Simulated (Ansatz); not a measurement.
Cost and result up the ladder for B9N9 (started as a model of: (BN)9 cage of four- and six-membered rings) (18 atoms). The state is a singlet with charge 0. Geometry: PBE-D4/def2-SVP.

| atom | x (Å) | y (Å) | z (Å) |
| --- | --- | --- | --- |
| B1 | -0.140 | -1.487 | -1.294 |
| N2 | 1.264 | -1.026 | -1.193 |
| B3 | 0.975 | -1.549 | 0.189 |
| N4 | -0.288 | -2.319 | -0.087 |
| B5 | -1.338 | -1.259 | 0.105 |
| N6 | -1.390 | -0.693 | -1.289 |
| B7 | -1.037 | 0.715 | -1.341 |
| N8 | 0.226 | 1.225 | -1.979 |
| B9 | 1.275 | 0.425 | -1.257 |
| N10 | 1.519 | 1.327 | -0.076 |
| B11 | 0.256 | 1.850 | -0.645 |
| N12 | -1.135 | 1.660 | -0.172 |
| B13 | 1.219 | 0.689 | 1.194 |
| N14 | 1.198 | -0.801 | 1.413 |
| N15 | -1.456 | -0.467 | 1.317 |
| B16 | -1.093 | 0.979 | 1.110 |
| N17 | 0.062 | 1.094 | 2.066 |
| B18 | -0.116 | -0.363 | 1.939 |

Ansatz on 4 threads of AMD EPYC 9R45 on a shared host. Times are rough, and most runs start from the orbitals of an earlier one. PBE0-D4/def2-SVP serves as the yardstick here, not as an exact answer. Differences are given only for rows in sets of like size (and for xTB, whose basis is part of the method), since another set adds its own error. Binding counts from free atoms at the same level (B doublet, N quartet; other spins of the atoms weren't run), without zero-point energy or a counterpoise term.

Correlated methods freeze 18 core orbitals.

Correlated methods converge slowly with the basis, most of all in double-zeta sets.

| level | functions | binding energy per atom (eV) | difference from PBE0-D4/def2-SVP (eV) |
| --- | --- | --- | --- |
| r2SCAN-D4/def2-SVP | 252 | 5.98 | -0.11 |
| MP2/def2-SVP | 252 | 5.76 | -0.33 |
| PBE0-D4/def2-SVP (with forces) | 252 | 6.09 | 0.00 |
| HF/STO-3G | 90 | 4.26 | – |
| PBE-D4/def2-SVP (with forces) | 252 | 6.30 | 0.21 |

(1) Estimate how long each takes.

Results:

(1) HF/STO-3G 0.6 s; PBE-D4/def2-SVP (with forces) 2.9 s; MP2/def2-SVP 3.8 s; r2SCAN-D4/def2-SVP 4.2 s; PBE0-D4/def2-SVP (with forces) 4.9 s. On shared hardware such times vary by a factor of up to 3.
